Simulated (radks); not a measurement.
Problem. The mean radii <r> (bohr) of the occupied orbitals of an atom or ion are listed with their occupations. All-electron calculation, Dirac Kohn-Sham, BLYP, spin-unpolarised, spherical densities, finite nucleus; Fermi nuclear charge, rms radius of each element as measured or else 0.836 A^(1/3) + 0.57 fm. Program: a radial shooting solver on a logarithmic mesh with Libxc functionals.

| orbital | occ. | <r> |
|---|---|---|
| 1s1/2 | 2 | 0.01867 |
| 2s1/2 | 2 | 0.07834 |
| 2p1/2 | 2 | 0.06486 |
| 2p3/2 | 4 | 0.07271 |
| 3s1/2 | 2 | 0.2043 |
| 3p1/2 | 2 | 0.1942 |
| 3p3/2 | 4 | 0.2088 |
| 3d3/2 | 4 | 0.1829 |
| 3d5/2 | 6 | 0.1874 |
| 4s1/2 | 2 | 0.4588 |
| 4p1/2 | 2 | 0.4645 |
| 4p3/2 | 4 | 0.4976 |
| 4d3/2 | 4 | 0.5163 |
| 4d5/2 | 6 | 0.5277 |
| 5p1/2 | 2 | 1.182 |
| 5p3/2 | 4 | 1.275 |
| 4f5/2 | 6 | 0.6220 |
| 4f7/2 | 8 | 0.6314 |
| 5d3/2 | 3 | 1.728 |
| 6s1/2 | 2 | 2.680 |

Name the element and its charge. Open shells, if any, fill j = l - 1/2 first.

Solution. Z = 73, tantalum, charge +2: Ta2+ in [Kr] 4d10 4f14 5p6 5d3 6s2. The 1s radius gives Z: for a bare nucleus <r> = (2 gamma + 1)/(2Z) with gamma = sqrt(1 - (Z/c)^2), 0.01844 bohr for Z = 73, and screening makes it slightly larger (0.01867 here). The occupations add up to 71, and the charge is Z minus that.
